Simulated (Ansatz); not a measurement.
Al₄F₂⁻, relaxed as a doublet with UKS PBE-D4/def2-SVPD in Ansatz, starting from the GFN2-xTB geometry. Force threshold 0.02 eV/Å.

The structure comes from a short search, and lower isomers may exist.

Start:

```xyz
6

Al    0.2343   -0.7581    1.1065
Al    1.9123    0.7445   -0.2530
Al   -0.4874    0.2717   -1.2340
Al   -0.4172    1.7828    0.9165
F     0.1423   -2.1304    2.1987
F    -1.3844    0.0896   -2.7346
```

(1) Estimate the energy that the relaxation releases and the steps that it takes.

(2) Does the start keep its bonding and symmetry?

(3) Predict the relaxed structure.

## Answers

(1) 0.11 eV, in 28 steps; 92 s on 4 threads of Arm Neoverse N1 on a shared host. The force fell under the threshold at step 7, but the optimiser went on and released 0.003 eV more. No frequencies were taken in this run, so the end may be a saddle point.

(2) By distances, no bond broke or formed. The bond that changes most is Al2–Al4, from 2.81 to 3.03 Å (atoms count from 1). Point group Cs at the start, Cs at the end, both within 0.05 Å.

(3) 
```xyz
6

Al    0.242   -0.798    1.005
Al    1.943    0.659   -0.305
Al   -0.443    0.194   -1.213
Al   -0.546    1.820    0.983
F     0.159   -2.034    2.219
F    -1.355    0.160   -2.688
```
Bond lengths (bridged metal pairs left out): 5 × Al–Al 2.52 to 2.73 Å; 2 × Al–F 1.73 Å.
